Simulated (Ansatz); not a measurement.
Consider the hydrogenolysis of the Si–C bond: `FC[SiH2]CF` + H₂ → `FC[SiH3]` + `CF`.

Isolated molecules relaxed with PBE0-D4/def2-TZVP in Ansatz; ΔE leaves out vibrations. CCSD(T)/CBS adds triple-zeta CCSD(T) − MP2 to the extrapolated MP2 energy (def2 sets, frozen cores). This one scheme is used for every species. DFT in def2-TZVPP. B3LYP here is the variant with VWN-RPA as its local correlation; programs differ in this. Each species was taken in one conformer, which may not be the lowest.

```csv
level,ΔE (kJ/mol),difference from CCSD(T)/CBS
PBE-D4,-31.6,6.6
r2SCAN-D4,-33.6,4.6
PBE0-D4,-37.7,0.5
B3LYP-D4,-37.7,0.5
ωB97X-V,-37.9,0.3
ωB97M-V,-35.4,2.8
B2PLYP,-43.4,-5.2
PBE,-37.2,1.0
r2SCAN,-35.1,3.1
PBE0,-42.6,-4.4
B3LYP,-46.4,-8.2
HF/def2-TZVPP,-64.5,-26.3
MP2/def2-TZVPP,-37.7,0.5
SCS-MP2/def2-TZVPP,-43.1,-4.9
CCSD/def2-TZVPP,-45.3,-7.1
CCSD(T)/def2-TZVPP,-40.8,-2.6
HF/def2-QZVPP,-64.9,-26.7
MP2/def2-QZVPP,-36.3,1.9
SCS-MP2/def2-QZVPP,-41.8,-3.6
HF/CBS(def2),-64.9,-26.7
MP2/CBS(def2),-35.1,3.1
CCSD/CBS(def2),-42.7,-4.5
CCSD(T)/CBS,-38.2,0
```

Largest T1 diagnostic among the species: 0.011.

The D4 term adds +8.8 kJ/mol with B3LYP and +4.9 kJ/mol with PBE0; it sums over pairs of atoms, weighted by their polarisabilities, and B3LYP, whose exchange is more repulsive, gets the larger term. In def2-TZVPP, CCSD(T) changes the Hartree–Fock value by +23.6 kJ/mol (the triples alone add +4.5 kJ/mol) and MP2 by +26.7 kJ/mol.
